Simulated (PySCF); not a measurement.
# NMR parameters of (H2B-mu-NH2)2

(H2B-mu-NH2)2, B2H8N2, point group D2h.

Geometry:
```json
{"atom": "B1", "x (Å)": "-0.160", "y (Å)": "1.065", "z (Å)": "-0.196"}
{"atom": "H2", "x (Å)": "-0.212", "y (Å)": "1.518", "z (Å)": "-1.326"}
{"atom": "H3", "x (Å)": "-0.309", "y (Å)": "1.888", "z (Å)": "0.691"}
{"atom": "N4", "x (Å)": "1.149", "y (Å)": "0.178", "z (Å)": "0.028"}
{"atom": "B5", "x (Å)": "0.179", "y (Å)": "-1.079", "z (Å)": "0.200"}
{"atom": "H6", "x (Å)": "0.328", "y (Å)": "-1.894", "z (Å)": "-0.693"}
{"atom": "H7", "x (Å)": "0.234", "y (Å)": "-1.543", "z (Å)": "1.326"}
{"atom": "N8", "x (Å)": "-1.130", "y (Å)": "-0.191", "z (Å)": "-0.015"}
{"atom": "H9", "x (Å)": "1.694", "y (Å)": "0.416", "z (Å)": "0.851"}
{"atom": "H10", "x (Å)": "1.780", "y (Å)": "0.132", "z (Å)": "-0.767"}
{"atom": "H11", "x (Å)": "-1.754", "y (Å)": "-0.143", "z (Å)": "0.785"}
{"atom": "H12", "x (Å)": "-1.682", "y (Å)": "-0.429", "z (Å)": "-0.834"}
```

GIAO calculations in PySCF 2.14 on the PBE0-D3(BJ)/def2-SVP structure: isolated species, non-relativistic, equivalent atoms averaged; basis pcSseg-1.

Problem. Give the isotropic shieldings (ppm) with KT2, PBE0.

Solution. 
```json
{"atoms": "N4/N8", "environment": "nitrogen bonded to 2 B, 2 H", "KT2": "233.7", "PBE0": "241.7"}
{"atoms": "B1/B5", "environment": "boron bonded to 2 N, 2 H", "KT2": "109.8", "PBE0": "113.0"}
{"atoms": "H2/H3/H6/H7", "environment": "hydrogen on a boron bonded to 2 N", "KT2": "27.45", "PBE0": "27.76"}
{"atoms": "H9/H10/H11/H12", "environment": "hydrogen on a nitrogen bonded to 2 B", "KT2": "29.52", "PBE0": "29.69"}
{"atoms": "HOMO–LUMO gap (eV)", "environment": "–", "KT2": "6.75", "PBE0": "9.00"}
```

Problem. And the chemical shifts, against references computed in the same way?

Solution. 
```csv
atoms,"nucleus, reference",KT2,PBE0
N4/N8,"15N, NH3",30.6,24.0
B1/B5,"11B, BF3·OEt2",-9.9,-12.3
H2/H3/H6/H7,"1H, TMS",3.73,3.51
H9/H10/H11/H12,"1H, TMS",1.66,1.58
```

Problem. Which part of the shielding of N4/N8 depends on the functional?

Solution. Diamagnetic: KT2 317, PBE0 318 ppm; paramagnetic: KT2 -84, PBE0 -76 ppm. The diamagnetic part, set mainly by inner electrons, hardly moves; the paramagnetic part goes with low-lying magnetically allowed excitations and carries the spread.

Problem. What couplings does B3LYP/pcJ-1 (spin–dipole term only in couplings to heteroatoms) give?

Solution. 1J(B1,H2) = 120.6, 1J(N4,H9) = -75.9, 1J(B1,N4) = -7.7, 2J(H9,H10) = -10.8, 2J(H2,H3) = -6.9, 2J(N4,N8) = 4.0, 2J(B1,B5) = -3.1, 2J(B1,H9) = -2.9, 3J(H2,H9) = 6.8, 3J(N4,H11) = -2.2 Hz (averaged over equivalent pairs; isotopes 11B, 1H, 15N).

Experimental scales use liquid or dissolved standards, which lie at an offset from isolated NH3 (liquid NH3: subtract about 20 ppm).
